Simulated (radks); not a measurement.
Neutral mercury inside a hard spherical wall (all orbitals vanish at R), configuration held at [Hg] and not refilled when levels cross. Method: scalar-relativistic Kohn-Sham, PBE, spin-unpolarised, spherical densities, point nucleus; computed with a radial shooting solver on a logarithmic mesh with Libxc functionals. Eigenvalues in eV, with the zero of energy where the potential of the charges vanishes at infinity; a dash marks a level that is unbound or too diffuse for the functional's potential to be trusted. A positive occupied level is held by the wall or, in an anion where self-interaction has pushed it up, behind a barrier. The pressure on the wall is -dE/dV.

| R (bohr) | E (hartree) | kinetic (hartree) | e(4f) | e(5p) | e(5d) | e(6s) | e(6p, empty) | e(7s, empty) | pressure (GPa) |
|---|---|---|---|---|---|---|---|---|---|
| free | -19622.7119 | 22034.723 | -95.887 | -66.516 | -9.860 | -6.817 | - | - | 0 |
| 15 | -19622.7119 | 22034.723 | -95.887 | -66.516 | -9.860 | -6.817 | -1.040 | 0.308 | < 0.0001 |
| 10 | -19622.7118 | 22034.724 | -95.881 | -66.509 | -9.854 | -6.811 | -0.930 | 1.481 | 0.00233 |
| 8 | -19622.7107 | 22034.736 | -95.820 | -66.448 | -9.795 | -6.753 | -0.611 | 3.489 | 0.0576 |
| 6 | -19622.6940 | 22034.866 | -95.302 | -65.936 | -9.313 | -6.226 | 0.799 | 10.012 | 1.61 |
| 4 | -19622.3812 | 22036.571 | -90.876 | -61.803 | -5.504 | -1.134 | 9.487 | 39.677 | 76.4 |
| 3 | -19620.8993 | 22043.255 | -79.462 | -52.015 | 4.098 | 14.406 | 31.726 | 100.16 | 873 |
| 2 | -19607.6879 | 22095.180 | -31.792 | -13.305 | 49.418 | 106.15 | 146.34 | 349.39 | 21600 |
| 1.5 | -19564.2970 | 22245.966 | 47.338 | 65.371 | 147.06 | 322.44 | 390.30 | 813.32 | 183000 |
